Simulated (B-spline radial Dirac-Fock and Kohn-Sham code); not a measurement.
**Elastic scattering of 4.88 keV electrons by the Xe atom**

Model: relativistic (Dirac) partial waves in the static field of the Dirac-Fock atom with Furness-McCarthy exchange, without polarisation or absorption potentials. Program: a radial B-spline solver.

```tsv
θ (°)	dσ/dΩ (a₀²/sr)	Sherman function
5	39.3	0.000
10	5.81	0.001
15	1.71	0.001
20	0.757	-0.001
25	0.411	-0.004
30	0.242	-0.007
35	0.153	-0.007
40	0.104	-0.004
45	0.0746	0.003
50	0.0559	0.014
55	0.0432	0.027
60	0.0344	0.041
65	0.0280	0.051
70	0.0232	0.057
75	0.0197	0.055
80	0.0171	0.045
85	0.0152	0.026
90	0.0138	0.001
95	0.0129	-0.028
100	0.0123	-0.057
105	0.0121	-0.082
110	0.0122	-0.100
115	0.0125	-0.112
120	0.0130	-0.116
125	0.0137	-0.115
130	0.0144	-0.109
135	0.0152	-0.101
140	0.0160	-0.090
145	0.0168	-0.079
150	0.0176	-0.067
155	0.0183	-0.055
160	0.0189	-0.044
165	0.0194	-0.033
170	0.0198	-0.022
175	0.0200	-0.011
```

The total elastic cross section is 4.47 a₀², the first transport cross section 0.282 a₀² and the second, weighted with (3/2) sin²θ, 0.435 a₀². The mean deflection is ⟨1 − cos θ⟩ = 0.0630, and 2.0 % of the collisions scatter beyond 90°.

On this grid of angles the cross section has a minimum near 105°.

Values without a named source are computed, but for edge energies of neutral atoms, which are taken from tables.
